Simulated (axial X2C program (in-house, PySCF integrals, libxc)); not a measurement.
# How the levels of TmBr (f12 s1 d(πδ)1 orbitals) move with the bond length

Calculated with an axial X2C code built on PySCF integrals: two-component X2C with atomic mean-field Coulomb and Gaunt terms, basis Tm dyall-v3z, Br dyall-v3z (cores contracted in-house). Orbitals come from Hartree–Fock averaged over the configuration Tm f12 s1 d(πδ)1; CI then distributes these electrons over the f, s, d(πδ) shells of Tm, the count in the first shell held.

At R = 2.671 Å:

```csv
Ω,energy (cm⁻¹),g∥,μ (D),configuration
0,0,0.00,-3.02,87% f12 s2 + 8% f12 s1 d(πδ)1
1,30,2.35,-3.02,87% f12 s2 + 8% f12 s1 d(πδ)1
2,125,4.70,-3.02,87% f12 s2 + 8% f12 s1 d(πδ)1
3,295,7.05,-3.02,87% f12 s2 + 8% f12 s1 d(πδ)1
4,552,9.39,-3.01,87% f12 s2 + 8% f12 s1 d(πδ)1
5,900,11.70,-3.00,87% f12 s2 + 8% f12 s1 d(πδ)1
6,1331,14.00,-2.96,88% f12 s2 + 7% f12 s1 d(πδ)1
0,4585,0.00,-3.19,100% f12 s1 d(πδ)1
1,4603,2.62,-3.27,100% f12 s1 d(πδ)1
2,4659,5.30,-3.50,99% f12 s1 d(πδ)1
3,4742,8.09,-3.84,99% f12 s1 d(πδ)1
4,4822,10.95,-4.23,99% f12 s1 d(πδ)1
5,4874,13.81,-4.60,99% f12 s1 d(πδ)1
0,6434,0.00,-4.34,99% f12 s1 d(πδ)1
```

g∥ is the magnitude of 2⟨Lz + ge Sz⟩ for the +Ω component. μ is positive if the Br end is positive. The lowest 14 levels at most are listed.

At R = 2.578 Å:

| Ω | energy (cm⁻¹) | g∥ | μ (D) | configuration |
| --- | --- | --- | --- | --- |
| 0 | 0 | 0.00 | -2.50 | 88% f12 s2 + 7% f12 s1 d(πδ)1 |
| 1 | 30 | 2.35 | -2.50 | 88% f12 s2 + 7% f12 s1 d(πδ)1 |
| 2 | 126 | 4.70 | -2.50 | 88% f12 s2 + 7% f12 s1 d(πδ)1 |
| 3 | 300 | 7.05 | -2.50 | 88% f12 s2 + 7% f12 s1 d(πδ)1 |
| 4 | 562 | 9.38 | -2.49 | 88% f12 s2 + 6% f12 s1 d(πδ)1 |
| 5 | 917 | 11.70 | -2.48 | 88% f12 s2 + 6% f12 s1 d(πδ)1 |
| 6 | 1353 | 14.00 | -2.46 | 89% f12 s2 + 6% f12 s1 d(πδ)1 |
| 0 | 5210 | 0.00 | -2.55 | 100% f12 s1 d(πδ)1 |
| 1 | 5231 | 2.61 | -2.64 | 100% f12 s1 d(πδ)1 |
| 2 | 5294 | 5.30 | -2.88 | 99% f12 s1 d(πδ)1 |
| 3 | 5386 | 8.08 | -3.25 | 99% f12 s1 d(πδ)1 |
| 4 | 5479 | 10.94 | -3.68 | 98% f12 s1 d(πδ)1 |
| 5 | 5550 | 13.81 | -4.09 | 99% f12 s1 d(πδ)1 |
| 0 | 7036 | 0.00 | -3.73 | 92% f12 s1 d(πδ)1 + 8% f12 s2 |

The lowest level lies 314 cm⁻¹ below the lowest at the first distance.

How does the gap from the lowest to the fifth level change between the two distances?

From 552 to 562 cm⁻¹, a factor of 1.02.

Dynamic correlation is missing, so gaps between terms are too wide and other configurations may lie lower; the lowest level listed is that of this model, not necessarily the ground state. The lowest levels belong to f12 s2, not to the averaged configuration, so orbitals and distance suit them less well. With the count in the first shell held, other counts are excluded: this configuration can lie several eV above the ground configuration of the molecule. At most 4 roots were kept for each Ω > 0 (twice that for Ω = 0) within 2.2 eV of the lowest, so higher up levels can be missing between those listed; levels with Ω > 0 are doubly degenerate and listed once, Ω = 0 levels singly. Some active spinors are only partly of the character that their shell is named for, so the shell names and counts are nominal.
